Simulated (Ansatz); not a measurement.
Reaction (formal hydrolysis of the Si–Sn bond): `S[SiH2][SnH2][SH]` + H₂O → `O[SiH2]S` + `[SH][SnH3]`

Computed with Ansatz on PBE0-D4/def2-TZVP structures; ΔE is electronic, products minus reactants. CCSD(T)/CBS adds triple-zeta CCSD(T) − MP2 to the extrapolated MP2 energy (def2 sets, frozen cores). This one scheme is used for every species. DFT in def2-TZVPP. Elements past krypton have def2 core potentials. For Sn outer-core shells are correlated without core-valence functions, which leaves a few kJ/mol of doubt a bond. Each species was taken in one conformer, which may not be the lowest.

```tsv
level	ΔE (kJ/mol)
r2SCAN0	-69.3
BHLYP	-86.0
LC-ωPBE	-72.4
SCS-MP2/def2-TZVPP	-75.1
```

(1) What does CCSD(T)/CBS give? (Best estimate.)

(2) What do rigid-rotor, harmonic-oscillator terms from PBE0-D4/def2-TZVP frequencies (298.15 K, 1 bar) make of the CCSD(T)/CBS value? (An estimate is asked.)

Largest T1 diagnostic among the species: 0.013.

Answers

(1) Ansatz gave: -58.9 kJ/mol. The listed levels differ from it by -10.4, -27.1, -13.5, -16.2 kJ/mol.

(2) Ansatz gave: ΔZPE = -3.3 kJ/mol, ΔH = -66.5 kJ/mol, ΔS = 11 J/(mol·K), ΔG = -69.8 kJ/mol. Modes under 50 cm⁻¹ make the entropy rough.

Leaving LDA and LC-ωPBE aside and taking each functional with its dispersion term where it has one, the values, not all of them listed here, spread over 32.0 kJ/mol, from B97M-V to revPBE-D4. From PBE to PBE0 (25 % exact exchange), in def2-TZVPP and without D4, ΔE moves by −5.4 kJ/mol. In def2-TZVPP, CCSD(T) changes the Hartree–Fock value by +33.7 kJ/mol (the triples alone add +5.1 kJ/mol) and MP2 by +36.6 kJ/mol.

CCSD(T)/CBS has its own doubt, a few kJ/mol and more with outer-core shells, so smaller differences from it don't rank the levels.
